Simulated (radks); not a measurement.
Question: The nitrogen anion N-, [He] 2s2 2p4, held by a Watson sphere: a shell of charge +1 at radius R that stands for the Madelung well of a crystal (potential energy -1/R inside, -1/r outside, in hartree with lengths in bohr). Method: scalar-relativistic Kohn-Sham, LDA (Slater exchange, Perdew-Wang correlation), spin-polarised, spherical densities, point nucleus; open shells are filled with parallel spins first; computed with a radial shooting solver on a logarithmic mesh with Libxc functionals. Response by self-consistent Sternheimer equations with the Hartree and adiabatic LDA kernel, the relativistic mass of each level held fixed and spin-orbit coupling left out. The sphere does not respond.

| R (bohr) | e(2s down) (eV) | e(2p up) (eV) | e(2p down) (eV) | <r> 2p (bohr) | sum of <r^2> (bohr^2) | X-ray form factor at sin(theta)/lambda = 0.3 1/angstrom | alpha (bohr^3) |
|---|---|---|---|---|---|---|---|
| 1.6 | -17.510 | -8.699 | -6.354 | 1.613 | 16.67 | 3.350 | 10.80 |
| 2.35 | -15.723 | -7.192 | -5.013 | 1.779 | 19.30 | 3.236 | 16.64 |
| 2.48 | -15.455 | -6.955 | -4.793 | 1.806 | 19.70 | 3.229 | 17.89 |
| 2.6 | -15.219 | -6.744 | -4.596 | 1.830 | 20.05 | 3.224 | 19.12 |
| 2.85 | -14.763 | -6.331 | -4.207 | 1.881 | 20.75 | 3.217 | 21.90 |
| 2.95 | -14.593 | -6.175 | -4.059 | 1.901 | 21.02 | 3.215 | 23.11 |
| 3.51 | -13.763 | -5.402 | -3.315 | 2.011 | 22.43 | 3.211 | 31.08 |

Estimate the row for R = 3.6 bohr.

Answer: e(2s down) (eV) -13.647; e(2p up) (eV) -5.293; e(2p down) (eV) -3.208; <r> 2p (bohr) 2.029; sum of <r^2> (bohr^2) 22.64; X-ray form factor at sin(theta)/lambda = 0.3 1/angstrom 3.211; alpha (bohr^3) 32.58.
